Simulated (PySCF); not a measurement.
# KAl: one state, many levels of theory

State: ³Π (triplet), unpaired electrons σ ↑, π ↑. Set-up: PySCF, no relativity, basis sets K 3-21G, Al 3-21G. De refers to K + Al in their high-spin ground configurations, without counterpoise correction. The functionals are run spin-unrestricted. A positive dipole means K(−)Al(+).

```csv
Level,Re (Å),ωe (cm⁻¹),De (eV),μ (D)
UHF,3.657,105,0.188,-7.16
UHF-MP2,3.679,107,0.244,n/a
UHF-SCS-MP2,3.714,96.1,0.195,n/a
UHF-CCSD,3.715,104,0.270,n/a
UHF-CCSD(T),3.708,106,0.280,n/a
PBE,3.495,129,0.67,-6.00
revPBE,3.542,126,0.63,-6.25
r²SCAN,3.505,135,0.75,-7.18
PBE0,3.485,132,0.62,-6.92
B97-3,3.486,134,0.58,-7.19
BHandHLYP,3.525,122,0.390,-6.21
ωB97X,3.405,153,0.56,-9.79
```

The bond length runs from 3.405 Å (ωB97X) to 3.715 Å (UHF-CCSD). De spans 0.19 eV (UHF, mean field) to 0.75 eV (r²SCAN, meta-GGA). Correlation at CCSD(T) changes the Hartree–Fock bond energy by +0.09 eV; the triples alone change it by +0.01 eV.

Correlated steps freeze 10 core orbitals. 3-21G is very small, so such numbers show the basis as much as the molecule. The state was picked by a PBE0 search and need not be the measured ground state.
